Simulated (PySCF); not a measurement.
# State search for SnC

Unrestricted PBE0; Sn def2-TZVPP with ECP28, C def2-TZVPP; scalar-relativistic core potentials (PySCF 2.14). Outer shells of the fragments: Sn 4d10 5s2 5p2; C 2s2 2p2.

Followed along the bond (rough minima from three points):

```csv
2Ms+1,unpaired,⟨S²⟩ at the start,R at minimum (Å),Te (eV)
3,"σ ↑, π ↑",2.27,2.01,0.00
3,π ↑↑,2.00,2.10,0.22
1,"σ ↑, π ↓",1.06,1.99,0.35
1,π ↑↓,1.01,2.10,0.46
5,"σ ↑, π ↑↑↑",6.00,none in the scan,≤ 0.96
```

Solutions found at the starting distance of 2.060 Å, counted from the lowest of them; the search is not exhaustive and high or unbound solutions are not listed, so other states can lie among these:

```
2Ms+1    unpaired   term  E (eV)  ⟨S²⟩  ⟨Lz²⟩  μ (D)
    3    σ ↑, π ↑     ³Π    0.00  2.27   1.01  -2.61
    3        π ↑↑    ³Σ⁻    0.21  2.00   0.00  -3.19
    1    σ ↑, π ↓  mixed    0.37  1.06   1.10  -2.95
    1        π ↑↓  mixed    0.46  1.01   2.01  -3.10
    5  σ ↑, π ↑↑↑     ⁵Π    1.12  6.00   1.01  -1.30
    1        none  mixed    1.24  0.00   2.00  -2.77
```

A term symbol is given only where ⟨S²⟩ and ⟨Lz²⟩ are close to those of a pure state; real π, δ and φ orbitals otherwise mix terms. A positive dipole means Sn(−)C(+).

Spin–orbit coupling is left out.
